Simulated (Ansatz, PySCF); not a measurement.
CuHO, multiplicity 1. Atoms are numbered in the order given.

```xyz
3

Cu    -0.0054    -0.4266     0.0000
O      0.1174     1.3359     0.0000
H     -0.7841     1.6851     0.0000
```
Charge 0, spin multiplicity 1.

Geometry optimised at r2SCAN-D4/def2-TZVP. The spin state was assumed, not searched.

Vertical ionisation energy (IE) and electron affinity (EA) in eV. Rows of orbital energies are one-electron estimates. Where ΔSCF, EOM or ADC give a negative EA the extra electron is unbound and the value depends on the basis.

| level | IE | EA |
|---|---|---|
| −ε(HOMO), −ε(LUMO), CAM-B3LYP/def2-TZVPD (PySCF) | 8.35 | 1.84 |
| −ε(HOMO), −ε(LUMO), HF/def2-TZVPD (PySCF) | 10.39 | 0.06 |
| −ε(HOMO), −ε(LUMO), PBE/def2-TZVPD (PySCF) | 5.32 | 3.62 |
| ΔSCF, PBE0/def2-TZVPD (Ansatz), final states of multiplicity 2 and 2 | 9.16 | 0.84 |
| ΔSCF, PBE/def2-TZVPD (Ansatz), final states of multiplicity 2 and 2 | 9.29 | 0.93 |

**Question.** What vertical singlet–triplet gap does ΔSCF give with PBE0/def2-TZVPD (Ansatz, an electronic-structure program) and with PBE/def2-TZVPD (Ansatz)? (The exact figures need the calculation; the answer reports its results.)

**Answer.** 1.74 and 1.84 eV (triplet above singlet where positive).
